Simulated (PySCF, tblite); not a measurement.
Compound: C₂H₁₂O₂Si₃.
Geometry (GFN2-xTB, Å), atoms numbered from 1 in this order:
```xyz
19
C2H12O2Si3 angstrom
C     -2.8903    0.4221   -0.1229
C     -2.2406   -0.9528   -0.0763
O     -1.2340   -1.0509    0.8832
Si     0.0978   -0.1226    1.0378
O      1.0675   -0.9743    2.0256
Si     1.3060    0.1008   -0.9040
Si     3.5003    0.7890   -0.6717
H     -3.7251    0.4129   -0.8184
H     -2.1656    1.1651   -0.4461
H     -3.2534    0.6954    0.8645
H     -2.9880   -1.7128    0.1778
H     -1.8208   -1.1918   -1.0625
H     -0.3058    1.1129    1.7322
H      0.6917   -1.4846    2.7384
H      1.2561   -1.1404   -1.7078
H      0.5814    1.0369   -1.7966
H      3.8237    1.1930    0.7000
H      4.4801   -0.2368   -1.0430
H      3.8091    1.9478   -1.5176
```

Method used: PBE0/pcSseg-1 in PySCF (dipole) on a GFN2-xTB geometry, gas phase.

Take the most abundant isotopes and a rigid rotor. The values belong to one conformer with, in the numbering `[CH3:1][CH2:2][O:3][Si@@H:4]([OH:5])[SiH2:6][SiH3:7]`, C1–C2–O3–Si4 -56°, C2–O3–Si4–O5 -164°, O3–Si4–O5–H -36°, O3–Si4–Si6–Si7 -161°.

Give the principal moments of inertia and the rotational constants in MHz.

Ia = 200.92, Ib = 730.53, Ic = 858.49 u·Å²; 505379 MHz·u·Å²/I gives A = 2515, B = 691.8, C = 588.7 MHz.

Classify the top.

An asymmetric top: κ = (2 × 691.8 − 2515 − 588.7)/(2515 − 588.7) = -0.89.

Is it planar, by Δ = Ic − Ia − Ib?

Not planar: Δ = Ic − Ia − Ib = -72.96 u·Å². For a rigid frame Δ = −2 Σ m c², so Σ m c² = 36.48 u·Å² lies off the ab plane: 15.92 from hydrogen and 20.56 from heavier atoms. The atom farthest from that plane is 1.82 Å away.

Give the other two planar moments, Paa and Pbb, and the rms extents of the mass along the axes.

Paa = Σ m a² = (Ib + Ic − Ia)/2 = 694.05 and Pbb = Σ m b² = (Ia + Ic − Ib)/2 = 164.44 u·Å². With the mass M = 152.01 u, the rms extents √(P/M) along a, b and c are 2.14, 1.04, 0.49 Å.

Which lines would a microwave search look for?

The dipole components are |μa| = 1.90 D, |μb| = 0.41 D, |μc| = 0.10 D. The squared components, which scale the intensities, stand as 1.00 : 0.05 : 0.00 (a : b : c). Some lines, for components of 0.1 D or more:

```json
{"type": "a", "branch": "Q", "J(Ka,Kc)": "2(1,1) ← 2(1,2)", "MHz": "309", "lower level (cm⁻¹)": "0.186"}
{"type": "a", "branch": "R", "J(Ka,Kc)": "1(0,1) ← 0(0,0)", "MHz": "1280", "lower level (cm⁻¹)": "0.000"}
{"type": "b", "branch": "Q", "J(Ka,Kc)": "1(1,0) ← 1(0,1)", "MHz": "1927", "lower level (cm⁻¹)": "0.043"}
{"type": "b", "branch": "Q", "J(Ka,Kc)": "2(1,1) ← 2(0,2)", "MHz": "2034", "lower level (cm⁻¹)": "0.128"}
{"type": "a", "branch": "R", "J(Ka,Kc)": "2(1,2) ← 1(1,1)", "MHz": "2458", "lower level (cm⁻¹)": "0.104"}
{"type": "a", "branch": "R", "J(Ka,Kc)": "2(0,2) ← 1(0,1)", "MHz": "2557", "lower level (cm⁻¹)": "0.043"}
{"type": "a", "branch": "R", "J(Ka,Kc)": "2(1,1) ← 1(1,0)", "MHz": "2664", "lower level (cm⁻¹)": "0.107"}
{"type": "b", "branch": "R", "J(Ka,Kc)": "1(1,1) ← 0(0,0)", "MHz": "3104", "lower level (cm⁻¹)": "0.000"}
{"type": "b", "branch": "R", "J(Ka,Kc)": "2(1,2) ← 1(0,1)", "MHz": "4281", "lower level (cm⁻¹)": "0.043"}
{"type": "b", "branch": "Q", "J(Ka,Kc)": "2(2,0) ← 2(1,1)", "MHz": "5475", "lower level (cm⁻¹)": "0.196"}
{"type": "b", "branch": "Q", "J(Ka,Kc)": "2(2,1) ← 2(1,2)", "MHz": "5780", "lower level (cm⁻¹)": "0.186"}
{"type": "b", "branch": "R", "J(Ka,Kc)": "2(2,1) ← 1(1,0)", "MHz": "8135", "lower level (cm⁻¹)": "0.107"}
```

Estimate the classical rotational partition function at 25 K, 200 K and 298.15 K.

Point group C1, symmetry number σ = 1; q = (√π/σ)·√((kT/h)³/(ABC)), k/h = 20836.6 MHz/K: 20800 at 25 K, 471000 at 200 K, 858000 at 298.15 K.

Its lowest GFN2-xTB frequency is 12 cm⁻¹, too small to tell a flat minimum from a shallow saddle. Constants of a rigid frame at the computed geometry: no zero-point averaging, no centrifugal distortion. A rigid rotor knows nothing of internal rotation, which can split or shift real lines.
